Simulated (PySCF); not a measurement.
C5H12Al (charge -1).
SMILES: `[AlH3-][CH]1CCCC1`

The closed-shell ground state was solved at several levels (PySCF, density fitting, gas phase, non-relativistic). One conformer (not necessarily the lowest) at the PBE0-D3(BJ)/def2-SVP geometry, without solvent, vibrations or thermal averaging. No diffuse functions stand in 6-31G*, def2-TZVP and pcSseg-1, which bears on an anion's orbital energies.

```
            level  basis functions  HOMO (eV)  LUMO (eV)  gap (eV)
     B3LYP/6-31G*              112      -1.60       5.47      7.07
    PBE0/pcSseg-1              169      -2.17       4.67      6.84
wB97X-D/def2-SVPD              220      -4.03       5.18      9.21
  B3LYP/def2-TZVP              264      -1.93       4.02      5.95
```

(1) What might B97-2/pcSseg-1 (169 basis functions) give for the same quantities?

(2) Over all these levels, which gives the widest orbital gap and which the narrowest?

Results:

(1) HOMO -1.92 eV, LUMO 4.70 eV, gap 6.62 eV.

(2) wB97X-D/def2-SVPD (range-separated hybrid) has the widest, 9.21 eV, and B3LYP/def2-TZVP (global hybrid, 20 % exact exchange) the narrowest, 5.95 eV. Functional and basis both differ between the two, so the spread mixes both effects.
